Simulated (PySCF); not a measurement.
Identify the compound

Molecular formula: C$_{8}$H$_{11}$NSi. Simulated spectra:

$^{1}$H NMR (400 MHz, computed): δ 6.84 (q, 1H), 6.16 (d, 1H), 5.21 (m, 1H), 4.30 (d, 3H), 3.59 (m, 1H), 1.07 (m, 2H), 0.47 (m, 2H).

$^{13}$C{$^{1}$H} NMR (computed): δ 152.8 (CH), 149.9 (CH), 137.6 (C), 131.6 (CH), 124.8 (C), 14.5 (CH), 12.0 (CH2, 2C).

[PySCF 2.14: geometry from GFN2-xTB; PBE0/pcSseg-1 with gauge-including orbitals; a single conformation; no relativistic terms; gas phase; averaged over atoms made equivalent by symmetry, fast rotation or ring inversion]

References, each an isolated molecule treated in the same way: $^{1}$H (σref 31.72) and $^{13}$C (σref 186.93) vs TMS.

Task: Which of these isomers gave the spectra?
A. c1cc(C2C[SiH2]C2)ccn1
B. C/N=C/C#CC1=C[SiH2][C@H]1C
C. C#C[Si@]1(C)C[C@@H](CC#N)C1
D. N#CC(/C=C\C1CC1)=C\[SiH3]
E. C=CC/C=C/C(C#N)=C\[SiH3]

Result: D. 

The formula gives 5 degrees of unsaturation (1 ring in the answer). 7 carbon signals for 8 carbons: some carbons are equivalent by symmetry or fast rotation. Carbon types of the structure: 2 × C, 4 × CH, 2 × CH2, leaving 3 H on heteroatoms. δC 152.8, 149.9, 131.6: alkene CH; an sp2 carbon of a C=C bond. δC 137.6: fully substituted alkene carbon; an sp2 carbon of a C=C bond. δC 124.8: nitrile carbon; typical of a nitrile. δC 14.5, 12.0: three-membered-ring carbon; carbons of three-membered rings are unusually shielded. δH 6.84, 6.16, 5.21: hydrogen on an alkene CH; a vinylic proton, deshielded by the sp2 carbon and the C=C anisotropy.

The others: C#C[Si@]1(C)C[C@@H](CC#N)C1 would give 6 signals for carbon-bound and other non-exchanging H, not 7; C/N=C/C#CC1=C[SiH2][C@H]1C would give 8 carbon signals, not 7; C=CC/C=C/C(C#N)=C\[SiH3] would give 8 carbon signals, not 7; c1cc(C2C[SiH2]C2)ccn1 would give 5 carbon signals, not 7.

Shifts are as computed. Against solution values, carbons near 30 ppm lie about +3 ppm off and those near 130 ppm about +5 ppm. Of 1211 compounds with measured shifts, 218 miss one by over three times the rms of a fit or turn the order of signals round; such compounds aren't used in these exercises. No couplings were computed; multiplicities are counted from neighbouring protons, with m where these are inequivalent, close in shift, in a saturated or five-membered ring or joined by F or P, and br s for small geminal =CH2 splittings.
